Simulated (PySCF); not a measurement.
## KTl: one state, many levels of theory

State: ¹Σ⁺ (singlet), closed shell. Set-up: basis K def2-SVPD, Tl def2-SVPD with ECP60; scalar-relativistic core potentials; PySCF 2.14. De refers to K + Tl in their high-spin ground configurations, without counterpoise correction. A positive dipole means K(−)Tl(+).

| Level | Re (Å) | ωe (cm⁻¹) | De (eV) | μ (D) |
| --- | --- | --- | --- | --- |
| RHF-MP2 | 3.804 | 92.6 | 0.345 | n/a |
| RHF-SCS-MP2 | 3.836 | 90.0 | 0.360 | n/a |
| RHF-CCSD | 3.848 | 86.8 | 0.462 | n/a |
| RHF-CCSD(T) | 3.857 | 84.2 | 0.53 | n/a |
| PBE | 3.793 | 86.7 | 0.67 | -2.03 |
| BLYP | 3.802 | 85.4 | 0.66 | -1.77 |
| r²SCAN | 3.804 | 88.9 | 0.462 | -3.00 |
| r²SCANh | 3.791 | 90.6 | 0.441 | -3.23 |
| PBE0 | 3.777 | 90.7 | 0.53 | -2.93 |
| BHandHLYP | 3.755 | 94.2 | 0.460 | -3.35 |
| CAM-B3LYP | 3.705 | 97.7 | 0.478 | -3.58 |

The bond length runs from 3.705 Å (CAM-B3LYP) to 3.857 Å (RHF-CCSD(T)). De spans 0.34 eV (RHF-MP2, perturbation theory) to 0.67 eV (PBE, GGA).

Correlated steps freeze 9 core orbitals. Closed-shell solutions of metal pairs were not tested for spin polarisation, which can lower them a little. Correlated levels converge slowly with the basis: in double zeta they bind strong bonds too weakly, by up to about 1 eV, and carry superposition errors of some tenths. These are scalar-relativistic numbers at best; spin–orbit coupling would shift them, the dissociation energy most. Where the molecule has an RHF reference, its open-shell atoms are computed with UHF.
